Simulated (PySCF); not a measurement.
F2OSi.

```xyz
4

Si     0.0000     0.0000     0.1307
O      0.0000     0.0000     1.6353
F      0.0000     1.2436    -0.8284
F      0.0000    -1.2436    -0.8284
```

Geometry optimised at B3LYP-D3(BJ)/def2-TZVP.

Method: PBE/pcSseg-2 (PySCF). Non-relativistic, no solvent.

Computed absolute GIAO shielding of each atom: isotropic value and principal components (ppm):
```tsv
atom	σ(iso)	σ11	σ22	σ33	span
Si1	386.8	228.6	303.2	628.6	400.0
O2	191.2	86.6	186.0	301.0	214.4
F3	302.3	241.4	254.8	410.9	169.5
F4	302.3	241.4	254.8	410.9	169.5
```
